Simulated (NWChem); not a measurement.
System: C3H8OSi; SMILES CC(=O)C[SiH3]

```xyz
13

C      0.3956    -2.4001     0.0000
C     -0.1521    -0.9853     0.0000
O     -1.3549    -0.7595     0.0000
C      0.8561     0.1558     0.0000
Si    -0.0144     1.8529     0.0000
H      1.0395    -2.5639     0.8892
H     -0.4357    -3.1282     0.0000
H      1.0395    -2.5639    -0.8892
H      1.5300     0.0591    -0.8805
H      1.5300     0.0591     0.8805
H     -0.8526     2.0266    -1.2329
H      1.0538     2.9169     0.0000
H     -0.8526     2.0266     1.2329
```
Atoms are numbered in this order, from 1.

Program: NWChem. Pople sets run with spherical d functions. Structure relaxed at the PBE-D3(BJ)/def2-SVP level. Static field.

```tsv
level	basis functions	isotropic polarisability (bohr³)	anisotropy (bohr³)
PBE/6-31G*	90	58.0	20.4
PBE/6-31+G*	110	67.0	22.0
PBE/def2-SVP	114	61.8	20.1
PBE/def2-SVPD	171	72.4	24.1
```
